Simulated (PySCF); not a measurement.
Job file and geometry (Å, from GFN2-xTB) of an NMR shielding run on `CCOC1=CC(=O)[Si@H]1CC`, C$_{7}$H$_{12}$O$_{2}$Si, GIAO PBE0/pcSseg-1 NMR shielding, non-relativistic, gas phase (PySCF); density fitting, a coarse starting grid and PySCF grid level 2 are the driver's defaults:

```
$ OMP_NUM_THREADS=1 python probes_run.py task.json out

{"job": {"kind": "nmr", "xc": "PBE0", "basis": "pcSseg-1"}, "charge": 0, "multiplicity": 1}
C      3.330459     1.073134    -0.480768
C      2.439898     0.234562     0.418861
O      1.192658     0.032272    -0.244902
C      0.274881    -0.687832     0.382239
C      0.290127    -1.303828     1.595777
C     -1.029142    -1.917705     1.658414
O     -1.538437    -2.606755     2.511547
Si    -1.510155    -1.208091    -0.093975
C     -2.726824     0.245169    -0.247701
C     -2.446896     1.101560    -1.481466
H      4.283313     1.252513     0.008842
H      2.854124     2.026679    -0.692604
H      3.504535     0.555820    -1.420359
H      2.899266    -0.740086     0.624977
H      2.259762     0.743882     1.373876
H      1.059609    -1.355764     2.348878
H     -1.600271    -2.120508    -1.236087
H     -3.750660    -0.128342    -0.295260
H     -2.668539     0.873781     0.643522
H     -2.564713     0.517155    -2.390644
H     -3.133039     1.945357    -1.528264
H     -1.430365     1.486414    -1.455753
```

Problem. What does the program print?

Solution. 
```
coarse grid: 18840 points
cycle   1  E = -712.9425360884  dE =  1.396e+00  |g| = 9.172e-01  |ddm| = 4.231e+00
cycle   2  E = -712.3595421704  dE =  5.830e-01  |g| = 1.902e+00  |ddm| = 3.043e+00
cycle   3  E = -713.0982743612  dE = -7.387e-01  |g| = 2.988e-01  |ddm| = 2.498e+00
cycle   4  E = -713.1161262778  dE = -1.785e-02  |g| = 1.130e-01  |ddm| = 3.526e-01
cycle   5  E = -713.1181439719  dE = -2.018e-03  |g| = 4.830e-02  |ddm| = 1.149e-01
cycle   6  E = -713.1186061998  dE = -4.622e-04  |g| = 1.256e-02  |ddm| = 4.535e-02
cycle   7  E = -713.1186441384  dE = -3.794e-05  |g| = 3.820e-03  |ddm| = 1.574e-02
cycle   8  E = -713.1186470258  dE = -2.887e-06  |g| = 1.231e-03  |ddm| = 4.060e-03
final grid: 177264 points
cycle   9  E = -713.1989008623  dE = -2.646e-05  |g| = 1.654e-02  |ddm| = 3.310e-02
cycle  10  E = -713.1987834712  dE =  1.174e-04  |g| = 2.989e-02  |ddm| = 3.508e-02
cycle  11  E = -713.1989518906  dE = -1.684e-04  |g| = 4.132e-03  |ddm| = 2.610e-02
cycle  12  E = -713.1989553742  dE = -3.484e-06  |g| = 5.166e-04  |ddm| = 3.500e-03
cycle  13  E = -713.1989554090  dE = -3.484e-08  |g| = 2.712e-04  |ddm| = 5.993e-04
cycle  14  E = -713.1989554237  dE = -1.466e-08  |g| = 7.106e-05  |ddm| = 3.070e-04
cycle  15  E = -713.1989554249  dE = -1.209e-09  |g| = 2.433e-05  |ddm| = 9.405e-05
cycle  16  E = -713.1989554251  dE = -1.412e-10  |g| = 5.228e-06  |ddm| = 2.517e-05
converged SCF energy = -713.1989554251

GIAO shielding tensors (ppm)
atom      isotropic    diamagn.    paramagn.     s11        s22        s33       span
  0 C      169.853     245.810     -75.957    154.743    169.976    184.841     30.097
  1 C      117.131     247.236    -130.104     87.243    100.114    164.036     76.793
  2 O      140.127     402.881    -262.753     22.351    118.813    279.218    256.867
  3 C      -26.490     255.894    -282.384   -147.153    -33.300    100.982    248.135
  4 C       46.366     262.130    -215.765    -13.049     31.426    120.720    133.769
  5 C      -25.254     257.359    -282.613   -101.301    -60.710     86.249    187.550
  6 O     -345.486     395.589    -741.075  -1026.233   -361.669    351.443   1377.676
  7 Si     348.132     880.869    -532.737    285.442    350.795    408.158    122.716
  8 C      176.255     252.818     -76.563    174.211    174.575    179.980      5.768
  9 C      176.548     248.364     -71.816    170.670    171.587    187.388     16.718
 10 H       30.479      26.039       4.440     26.371     27.657     37.409     11.038
 11 H       29.992      29.850       0.141     26.145     28.403     35.427      9.281
 12 H       29.977      28.880       1.097     26.312     28.026     35.594      9.282
 13 H       27.778      31.010      -3.232     23.552     28.254     31.528      7.976
 14 H       27.768      32.442      -4.674     23.684     28.283     31.337      7.653
 15 H       25.438      33.847      -8.409     23.921     24.313     28.079      4.158
 16 H       26.426      29.691      -3.265     24.133     25.074     30.071      5.939
 17 H       30.706      28.444       2.262     25.576     28.879     37.662     12.086
 18 H       30.581      32.573      -1.992     26.898     28.700     36.145      9.247
 19 H       30.660      29.936       0.724     26.875     28.388     36.715      9.840
 20 H       30.205      28.183       2.021     25.150     27.587     37.877     12.727
 21 H       30.516      33.255      -2.738     25.034     29.967     36.549     11.515
```

Problem. Turn these shieldings into chemical shifts. Scale: ¹³C (186.93 ppm), ²⁹Si (349.16 ppm), ¹H (31.72 ppm) vs TMS; ¹⁷O (336.08 ppm) vs H2O (reference shieldings calculated alike).

Solution. Averaging equivalent atoms: C 3: 213.4; C 5: 212.2; C 4: 140.6; C 1: 69.8; C 0: 17.1; C 8: 10.7; C 9: 10.4; O 6: 681.6; O 2: 196.0; Si 7: 1.0; H 15: 6.28; H 16: 5.29; H 14: 3.95; H 13: 3.94; H 10/11/12: 1.57; H 19/20/21: 1.26; H 18: 1.14; H 17: 1.01 ppm. Unscaled 17O shifts of doubly bonded oxygen tend to come out too high, by tens of ppm or more. Experimental scales use liquid or dissolved standards, which lie at an offset from isolated H2O (liquid H2O: subtract about 36 ppm).

Size and cost of the density-fitted run: 237 basis functions, 73 s wall time on 1 thread of an Arm Neoverse V1, shared host; peak memory 1.1 GiB.
